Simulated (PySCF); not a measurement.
Working with the constants of ZnN

ROHF-CCSD(T) constants of ZnN, ⁴Σ⁻ (quartet), unpaired electrons σ ↑, π ↑↑ (Zn 6-31G(d,p), N 6-31G(d,p); no relativity (PySCF 2.14); masses 63.9291 and 14.0031 u):

```
ωe           : 304.5 cm⁻¹
ωexe         : 14.2 cm⁻¹
Be           : 0.34636 cm⁻¹
αe           : 0.0118 cm⁻¹
De to Zn + N : 0.109 eV
```

(1) What force constant and bond length do these constants imply?

(2) Estimate the centrifugal constant D from the Kratzer relation and find the Dunham coefficient a1.

Correlated steps freeze 6 core orbitals. The bond is weak. Basis-set superposition, not corrected here, can be much of De in a small basis, most of all at correlated wavefunction levels. The state is the lowest determinant that a PBE0 search found; another state may lie lower at other levels.

## Answers

(1) Reduced mass μred = 11.487 u; k = 5.8918×10⁻⁷·μred·ωe² (u, cm⁻¹, mdyn/Å) = 0.628 mdyn/Å; Re = √(16.8576/(μred·Be)) (u, cm⁻¹, Å) = 2.058 Å.

(2) D = 4Be³/ωe² = 1.79e-06 cm⁻¹; a1 = −1 − αeωe/(6Be²) = -5.99.
